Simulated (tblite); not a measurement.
Compound: GeH₁₂OSi₄.
Atom-mapped SMILES: `[OH:1][Si@@H:2]([SiH3:3])[SiH2:4][GeH2:5][SiH3:6]` (hydrogens: H7 on O1; H8 on Si2; H9, H10, H11 on Si3; H12, H13 on Si4; H14, H15 on Ge5; H16, H17, H18 on Si6)

Cartesian coordinates in Å at the GFN2-xTB level; atoms count from 1:
```xyz
18
GeH12OSi4 angstrom
O     -2.8597    0.5363   -2.1064
Si    -1.8669    0.8013   -0.8292
Si    -3.1384    0.0130    0.9337
Si     0.1983   -0.2069   -1.2026
Ge     1.7122    0.1556    0.5554
Si     3.8221   -0.8232    0.8544
H     -2.6519    0.8015   -2.9977
H     -1.6442    2.2656   -0.7666
H     -2.3245   -0.8797    1.7695
H     -4.3228   -0.7494    0.5330
H     -3.6181    1.0799    1.8182
H      0.8617    0.2123   -2.4541
H      0.0809   -1.6645   -1.3871
H      1.9052    1.6615    0.6729
H      0.9435   -0.0450    1.8550
H      4.6287   -0.1139    1.8502
H      4.5725   -0.8235   -0.4047
H      3.6928   -2.2146    1.2944
```

Computed with GFN2-xTB (tblite): harmonic, unscaled wavenumbers at the GFN2-xTB geometry, gas phase. Errors from tens to a few hundred cm⁻¹ against measured bands are possible. Modes of hydrogen on germanium and silicon can be 10 to 20 % off. One conformer, not necessarily the lowest. The optimisation stopped once no atom felt more than 0.01 eV/Å.

Lowest wavenumbers of the output (negative numbers stand for imaginary wavenumbers):
```
mode    cm-1
  1     -31.8
  2       8.9
  3      19.3
  4      28.6
  5      39.2
  6      70.4
  7     109.0
  8     158.5
  9     167.6
 10     226.5
```

Problem. Is this structure a minimum?

Solution. Not by this Hessian. 1 mode is imaginary beyond 20i (32i cm⁻¹), so at this level the point lies at or near a first-order saddle. The curvature is small, so loose convergence or finite differences may be the whole cause.

Problem. Which atoms move in the imaginary mode?

Solution. 32i: H11 (Si–H hydrogen) 35 %, H10 (Si–H hydrogen) 32 %, H9 (Si–H hydrogen) 31 %. These are shares of the mass-weighted motion.

Problem. What is the remedy?

Solution. Step along that mode in both directions, optimise again with tighter thresholds and repeat the frequencies. The zero-point energy of this point (62.6 kcal/mol) counts the 47 real modes alone, and thermal corrections from it aren't those of a minimum.
